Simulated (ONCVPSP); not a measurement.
What the settings do to the ONCV potential of bromine (Br)

Base potential:

```json
{"Element": "Br", "Generator": "ONCVPSP 4.0.1", "Type": "optimised norm-conserving Vanderbilt (ONCV)", "Functional": "Wu-Cohen", "Relativity": "scalar-relativistic", "Frozen core": "[Ar]", "Valence charge": "17", "Reference configuration": "3d10 4s2 4p4 (charge +1)", "Partial waves": "4s: rc 1.35 bohr, ncon 4, nbas 8, qcut 4.9 1/bohr, 3 projectors, debl 2.1 Ha; 4p: rc 1.40 bohr, ncon 4, nbas 7, qcut 6.1 1/bohr, 2 projectors, debl 2.9 Ha; 3d: rc 0.55 bohr, ncon 4, nbas 8, qcut 15.8 1/bohr, 2 projectors, debl 3.5 Ha", "Local potential": "polynomial inside 0.40 bohr (lpopt 5, dvloc0 -1 Ha)", "Core correction": "none"}
```

Cutoffs, loose and tight: the cutoffs (Ha) at which the residual kinetic energy of the hardest occupied pseudo-wave falls to 1 and 0.1 mHa per electron. They do not see the model core or the augmentation charge, which bear on the density cutoff. Test errors are all-electron minus pseudo excitation energies from the reference, over the configurations 3d10 4s2 4p5; 3d10 4s2 4p3; 3d10 4s2 4p2; 3d10 4s2 4p1. A dash means not determined; rows that change the core or the reference have their own tests.

A true bound ghost makes a file unfit for plane-wave use even where its test errors are small: the radial tests pick states by their node count and pass the ghost by.

```json
{"change": "base", "outcome": "generated", "cutoff, loose": "802 Ha", "cutoff, tight": "1064 Ha", "bound ghosts": "s, p", "GHOST(+) flags above zero": "s, d", "largest test error (meV)": "+14"}
{"change": "p: qcut 3.6", "outcome": "generated", "cutoff, loose": "802 Ha", "cutoff, tight": "1064 Ha", "bound ghosts": "s, p", "GHOST(+) flags above zero": "s, d", "largest test error (meV)": "+11"}
{"change": "p: qcut 4.3", "outcome": "generated", "cutoff, loose": "802 Ha", "cutoff, tight": "1064 Ha", "bound ghosts": "s, p", "GHOST(+) flags above zero": "s, d", "largest test error (meV)": "+12"}
{"change": "p: qcut 5.1", "outcome": "generated", "cutoff, loose": "802 Ha", "cutoff, tight": "1064 Ha", "bound ghosts": "s, p", "GHOST(+) flags above zero": "s, d", "largest test error (meV)": "+13"}
{"change": "p: qcut 5.5", "outcome": "generated", "cutoff, loose": "802 Ha", "cutoff, tight": "1064 Ha", "bound ghosts": "s, p", "GHOST(+) flags above zero": "s, d", "largest test error (meV)": "+13"}
{"change": "p: qcut 6.7", "outcome": "generated", "cutoff, loose": "802 Ha", "cutoff, tight": "1064 Ha", "bound ghosts": "s, p", "GHOST(+) flags above zero": "s, d", "largest test error (meV)": "+14"}
{"change": "p: qcut 7.3", "outcome": "generated", "cutoff, loose": "802 Ha", "cutoff, tight": "1064 Ha", "bound ghosts": "s, p", "GHOST(+) flags above zero": "s, d", "largest test error (meV)": "+13"}
{"change": "p: qcut 7.7", "outcome": "generated", "cutoff, loose": "802 Ha", "cutoff, tight": "1064 Ha", "bound ghosts": "s, p", "GHOST(+) flags above zero": "s, d", "largest test error (meV)": "+7.7"}
{"change": "p: qcut 8.6", "outcome": "generated", "cutoff, loose": "802 Ha", "cutoff, tight": "1064 Ha", "bound ghosts": "s, p", "GHOST(+) flags above zero": "s, p, d", "largest test error (meV)": "+7.7"}
{"change": "p: qcut 9", "outcome": "generated", "cutoff, loose": "802 Ha", "cutoff, tight": "1064 Ha", "bound ghosts": "s, p", "GHOST(+) flags above zero": "s, p, d", "largest test error (meV)": "+7.6"}
```

Reading the sweep of the qcut of the p channel (base included, trends over the rows without a ghost): Bound ghosts are found at 3.6, 4.3, 5.1, 5.5, 6.1, 6.7, 7.3, 7.7, 8.6, 9 1/bohr. Every judged row has one, so this setting neither creates nor removes them.
